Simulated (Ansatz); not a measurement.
`[F][Ge]([Cl])([Cl])[Cl]` + `CCNC` → `CC[N](C)[Ge]([Cl])([Cl])[Cl]` + H–F at 298.15 K and 1 bar (ligand exchange at a Ge–F bond).

Isolated molecules relaxed with PBE0-D4/def2-TZVP in Ansatz; ΔE leaves out vibrations. CCSD(T)/CBS adds triple-zeta CCSD(T) − MP2 to the extrapolated MP2 energy (def2 sets, frozen cores). This one scheme is used for every species. For Ge outer-core shells are correlated without core-valence functions, which leaves a few kJ/mol of doubt a bond. Scalar relativity is left out up to krypton. Each species was taken in one conformer, which may not be the lowest.

| species | CCSD(T)/CBS energy (Eh) | H − E (kJ/mol) | S (J/(mol·K)) |
| --- | --- | --- | --- |
| `[F][Ge]([Cl])([Cl])[Cl]` | -3555.40119 | 38.0 | 349.1 |
| `CCNC` | -174.26710 | 335.0 | 303.0 |
| `CC[N](C)[Ge]([Cl])([Cl])[Cl]` | -3629.26530 | 336.6 | 470.6 |
| H–F | -100.39570 | 33.5 | 173.6 |

H − E and S are ideal-gas, rigid-rotor, harmonic terms from PBE0-D4/def2-TZVP, for one conformer and one mirror image of each species. 1 Eh = 2625.50 kJ/mol, R = 8.31446 J/(mol·K).

Q: By hand: ΔE, ΔH, ΔS and ΔG.

A: ΔE = (-3629.26530) + (-100.39570) − (-3555.40119) − (-174.26710) = 0.00729 Eh = 19.1 kJ/mol. Δ(H − E) = 336.6 + 33.5 − 38.0 − 335.0 = -2.9, so ΔH = 16.2 kJ/mol. ΔS = 470.6 + 173.6 − 349.1 − 303.0 = -7.9 J/(mol·K). ΔG = 16.2 − 298.15 × (-7.9)/1000 = 18.6 kJ/mol.

Q: By hand: the equilibrium constant, and the temperature at which ΔG would vanish if ΔH and ΔS stayed fixed.

A: log₁₀ K = −ΔG/(RT ln 10) = -3.3. ΔH and −TΔS have one sign here, so there is no such temperature.

The number of gas molecules stays the same, so ΔS is small and ΔH decides. A doubt of 5 kJ/mol in ΔE shifts log₁₀ K by 0.9 here. Other conformers and mirror images would add mixing entropy, several J/(mol·K) or more a flexible species. Modes under 60 cm⁻¹, often nearly free rotors, make the harmonic entropy too high. These are equilibria of isolated gas molecules and say nothing of rates. Largest T1 diagnostic: 0.010 (customary marks: 0.02 for closed shells, 0.045 for open ones).

ΔS is within the doubt of such terms, so its sign, and with it that verdict, could turn.
